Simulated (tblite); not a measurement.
Compound: C8H10F4Se.
Atom-mapped SMILES: `[F:1]/[CH:2]=[CH:3]/[C@:4]1([CH2:5][C:6]([F:7])([F:8])[F:9])[CH2:10][CH2:11][CH2:12][Se:13]1` (hydrogens: H14 on C2; H15 on C3; H16, H17 on C5; H18, H19 on C10; H20, H21 on C11; H22, H23 on C12)

Structure used (GFN2-xTB), in Å, numbered top down from 1:
```
atom  x, y, z in Å
F1     0.9989    3.4171   -0.5474
C2     0.5350    2.2883    0.0022
C3     0.7135    1.1186   -0.5795
C4     0.2018   -0.1989   -0.0845
C5     1.3411   -1.2236   -0.0397
C6     2.5179   -0.7440    0.7884
F7     2.1449   -0.2061    1.9604
F8     3.2551    0.1826    0.1612
F9     3.3547   -1.7519    1.0802
C10   -0.9354   -0.6915   -0.9921
C11   -2.1979    0.0726   -0.6149
C12   -2.4409   -0.1519    0.8671
Se13  -0.6630   -0.0817    1.7339
H14    0.0264    2.4673    0.9389
H15    1.2589    1.0786   -1.5140
H16    0.9907   -2.1571    0.4067
H17    1.7162   -1.4302   -1.0456
H18   -0.6769   -0.5354   -2.0407
H19   -1.0948   -1.7600   -0.8294
H20   -3.0532   -0.2720   -1.1978
H21   -2.0499    1.1355   -0.8155
H22   -2.8667   -1.1368    1.0606
H23   -3.0812    0.6075    1.3117
```

Calculated harmonic vibrations of the isolated species, GFN2-xTB (tblite), most abundant isotopes, no scaling. Errors from tens to a few hundred cm⁻¹ against measured bands are possible. One conformer, not necessarily the lowest.

Harmonic wavenumbers (cm⁻¹): 29.5, 41.1, 72.1, 96.2, 115.7, 143.5, 171.8, 216.0, 228.3, 270.1, 293.2, 306.2, 330.3, 367.2, 440.3, 465.0, 477.8, 499.1, 537.8, 579.4, 587.0, 623.5, 741.0, 816.6, 828.4, 869.5, 892.2, 950.9, 974.8, 979.2, 992.5, 1026.4, 1054.1, 1061.2, 1074.5, 1105.8, 1116.8, 1145.6, 1171.8, 1185.8, 1193.8, 1220.6, 1226.5, 1243.5, 1261.3, 1297.7, 1312.3, 1332.4, 1430.5, 1446.2, 1470.4, 1480.1, 1726.1, 2969.0, 2969.6, 2972.2, 2983.4, 2984.9, 2987.1, 2993.4, 3002.5, 3058.3, 3073.2.

A = 752.7, B = 503.7, C = 399.9 MHz; mass 261.988 u (most abundant isotopes); point group C1, symmetry number 1.

**Question.** What is the zero-point energy?

**Answer.** Half the sum of the wavenumbers: 36257 cm⁻¹ = 433.73 kJ/mol.

**Question.** What is S at 500 K and 1 bar for an ideal gas of classical rigid rotors and harmonic oscillators?

**Answer.** Translation 189.05, rotation 140.45, vibration 307.51: S = 637.0 J/(mol K).

**Question.** And Cp and H(500 K) − H(0)?

**Answer.** Cp = 315.89 J/(mol K), of which vibrations give 282.63 (their classical limit is 63 R = 523.8); H(500 K) − H(0) = 92.81 kJ/mol without the zero-point energy, 76.19 from vibrations.

**Question.** Blend soft modes into free rotors: weight 1/[1 + (100 cm⁻¹/ν̃)⁴] for the oscillator and the rest for a rotor with moment μB/(μ + B), μ = h/(8π²ν), B = 10⁻⁴⁴ kg m². What vibrational entropy results?

**Answer.** 280.23 J/(mol K) in place of 307.51, which changes −T·S at 500 K by +13.64 kJ/mol.

**Question.** What must be added to the electronic energy to get the Gibbs energy at 500 K and 1 bar?

**Answer.** ZPE + [H(500 K) − H(0)] − T·S = 433.73 + 92.81 − 318.50 = 208.04 kJ/mol.

Hindered rotation and anharmonicity are outside this model. Other conformers, if any are populated, would add a mixing term that is left out. The structure is chiral; the term R ln 2 for an equal mix with its mirror image is left out.
